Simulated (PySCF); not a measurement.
```xyz
5
charge 0 multiplicity 1, angstrom
Ge    0.0000    0.0000    0.0000
F     1.7275    0.0000    0.0000
F     0.0000    1.7275    0.0000
F    -1.7275    0.0000    0.0000
F     0.0000   -1.7275    0.0000
```

Level of theory: B3LYP/[Ge def2-TZVP, F def2-TZVP], no relativity, density fitting, PySCF.

This geometry of GeF₄ is a stationary point at this level.

(1) What is the point group?

(2) Is it a minimum?

(3) List the harmonic modes with their infrared intensities.

(4) Give the atomic charges and bond orders.

## Answers

(1) D4h.

(2) No: it has 1 imaginary mode, at 178i cm⁻¹ (b2u).

(3) 
| symmetry | ω (cm⁻¹) | IR (km/mol, summed over degenerate members) |
| --- | --- | --- |
| b2u | 178i | – |
| a2u | 270 | 56.7 |
| eu | 327 | 81.8 |
| b2g | 372 | 0.0 |
| b1g | 600 | 0.0 |
| a1g | 685 | 0.0 |
| eu | 767 | 289 |

(4) 
| atom | Mulliken | Löwdin | polar tensor | Mayer order to Ge1 |
| --- | --- | --- | --- | --- |
| Ge1 | 1.27 | 0.37 | 2.25 | – |
| F2,3,4,5 | -0.32 | -0.09 | -0.56 | 1.03 |

Other isomers or separated fragments may lie lower. At this level a singlet minimum of Td symmetry lies 186 kJ/mol below this structure.
